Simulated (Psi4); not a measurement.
Computed with SAPT0/jun-cc-pVDZ, frozen core (Psi4 1.11).

Psi4 input:

```
molecule {
0 1
C 1.15205912 -0.02746683 -0.21700245
O 0.16793915 0.48051426 0.65439279
C -1.13336259 0.08090909 0.28980061
H 2.11799458 0.32907688 0.13743675
H 1.15557845 -1.12575173 -0.22234564
H 0.99666561 0.32281497 -1.24629436
H -1.39592538 0.43655212 -0.71562098
H -1.23778755 -1.01227129 0.30803194
H -1.82316141 0.51562253 1.01160133
--
0 1
C -1.97401021 0.15596886 -3.46734523
N -3.08445682 0.13445801 -3.18423222
H -0.94052935 0.17598879 -3.73083551
units angstrom
symmetry c1
no_reorient
no_com
}
set basis jun-cc-pvdz
set scf_type df
set freeze_core true
energy('sapt0')
```

Part of the output:

```
    SAPT Results
  --------------------------------------------------------------------------------------------------------
    Electrostatics                 -0.32638398 [mEh]      -0.20480904 [kcal/mol]      -0.85692102 [kJ/mol]
      Elst10,r                     -0.32638398 [mEh]      -0.20480904 [kcal/mol]      -0.85692102 [kJ/mol]

    Exchange                        2.25525829 [mEh]       1.41519594 [kcal/mol]       5.92117982 [kJ/mol]
      Exch10                        2.25525829 [mEh]       1.41519594 [kcal/mol]       5.92117982 [kJ/mol]
      Exch10(S^2)                   2.25002454 [mEh]       1.41191172 [kcal/mol]       5.90743862 [kJ/mol]

    Induction                      -0.33534762 [mEh]      -0.21043381 [kcal/mol]      -0.88045505 [kJ/mol]
      Ind20,r                      -0.64319999 [mEh]      -0.40361409 [kcal/mol]      -1.68872135 [kJ/mol]
      Exch-Ind20,r                  0.44583340 [mEh]       0.27976468 [kcal/mol]       1.17053542 [kJ/mol]
      delta HF,r (2)               -0.13798102 [mEh]      -0.08658440 [kcal/mol]      -0.36226912 [kJ/mol]

    Dispersion                     -1.38612928 [mEh]      -0.86980925 [kcal/mol]      -3.63928192 [kJ/mol]
      Disp20                       -1.53522108 [mEh]      -0.96336577 [kcal/mol]      -4.03072239 [kJ/mol]
      Exch-Disp20                   0.14909180 [mEh]       0.09355652 [kcal/mol]       0.39144048 [kJ/mol]
      Disp20 (SS)                  -0.76761054 [mEh]      -0.48168289 [kcal/mol]      -2.01536120 [kJ/mol]
      Disp20 (OS)                  -0.76761054 [mEh]      -0.48168289 [kcal/mol]      -2.01536120 [kJ/mol]
      Exch-Disp20 (SS)              0.08811037 [mEh]       0.05529009 [kcal/mol]       0.23133376 [kJ/mol]
      Exch-Disp20 (OS)              0.06098143 [mEh]       0.03826642 [kcal/mol]       0.16010672 [kJ/mol]

  Total HF                          1.59352669 [mEh]       0.99995309 [kcal/mol]       4.18380375 [kJ/mol]
  Total SAPT0                       0.20739741 [mEh]       0.13014384 [kcal/mol]       0.54452183 [kJ/mol]
```
